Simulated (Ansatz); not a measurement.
One change: `C[O][InH][CH3]` becomes `C[O][InH][C]#N`.

Ansatz, PBE0-D4/def2-TZVP geometries, multiplicity 1. Each molecule was computed in one conformer, which needn't be the lowest.

Elements past krypton have def2 core potentials.

```tsv
property	`C[O][InH][CH3]`
LUMO energy (PBE/def2-TZVPP) / eV	-1.85
HOMO–LUMO gap (B3LYP/def2-TZVPP) / eV	5.44
size of the dipole moment (PBE/def2-TZVPP) / D	2.17
LUMO energy (B3LYP/def2-TZVPP) / eV	-1.44
LUMO energy (PBE0/def2-TZVPP) / eV	-1.15
LUMO energy (ωB97M-V/def2-TZVPP) / eV	0.21
```

(1) Give the same properties after the change, and the shifts. (An estimate is asked.)

Results:

(1) The calculation gave: 
| property | `C[O][InH][C]#N` | shift |
| --- | --- | --- |
| LUMO energy (PBE/def2-TZVPP) / eV | -2.93 | -1.08 |
| HOMO–LUMO gap (B3LYP/def2-TZVPP) / eV | 5.29 | -0.15 |
| size of the dipole moment (PBE/def2-TZVPP) / D | 3.02 | 0.85 |
| LUMO energy (B3LYP/def2-TZVPP) / eV | -2.50 | -1.06 |
| LUMO energy (PBE0/def2-TZVPP) / eV | -2.21 | -1.06 |
| LUMO energy (ωB97M-V/def2-TZVPP) / eV | -0.63 | -0.84 |

With PBE0 the HOMO falls by 0.89 eV and the LUMO falls by 1.06 eV, so the gap narrows by about 0.17 eV. PBE moves the HOMO by -0.89 eV and ωB97M-V by -0.88 eV. The zero-point energy changes by -72.3 kJ/mol with -6 modes. Dipoles are sizes alone; their direction can turn.

B3LYP here is the variant with VWN-RPA as its local correlation; programs differ in this.
